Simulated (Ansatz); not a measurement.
Cost and result up the ladder for Mg2S2 (4 atoms). Charge 0, multiplicity 1. Geometry: r2SCAN-D4/def2-TZVP.

```xyz
4

Mg    1.559   -0.401   -0.079
Mg   -0.544    0.825   -1.273
S    -0.244    0.719    1.166
S    -0.772   -1.142    0.186
```

Ansatz on 4 threads of Arm Neoverse V2 on a shared host. Times are rough, and most runs start from the orbitals of an earlier one. No level here is sound enough to serve as a yardstick. Binding counts from free atoms at the same level (Mg singlet, S triplet; other spins of the atoms weren't run), without zero-point energy or a counterpoise term.

HSE06 is defined as in plane-wave codes, on full-range PBE exchange. Correlated methods freeze 12 core orbitals; core or outer-core shells of Mg are correlated, in sets that lack core-valence functions. Another isomer (singlet) lies 2.22 eV lower at PBE0-D4/def2-TZVP; other spin states weren't run for this one.

Correlated methods converge slowly with the basis.

```json
{"level": "PBE-D4/def2-TZVP (with forces)", "functions": "138", "wall time": "1.2 s", "binding energy per atom (eV)": "1.91", "remarks": "restricted SCF unstable in HF"}
{"level": "PBE0-D4/def2-TZVP", "functions": "138", "wall time": "1.4 s", "binding energy per atom (eV)": "1.81", "remarks": "restricted SCF unstable in HF"}
{"level": "HSE06-D4/def2-TZVP", "functions": "138", "wall time": "1.5 s", "binding energy per atom (eV)": "1.82", "remarks": "restricted SCF unstable in HF"}
{"level": "r2SCAN-D4/def2-TZVP", "functions": "138", "wall time": "2.8 s", "binding energy per atom (eV)": "1.90", "remarks": "restricted SCF unstable in HF"}
{"level": "ωB97X-V/def2-TZVP", "functions": "138", "wall time": "3.7 s", "binding energy per atom (eV)": "1.74", "remarks": "restricted SCF unstable in HF"}
{"level": "CCSD(T)/def2-TZVPP", "functions": "148", "wall time": "22 s", "binding energy per atom (eV)": "1.64", "remarks": "restricted SCF unstable"}
```
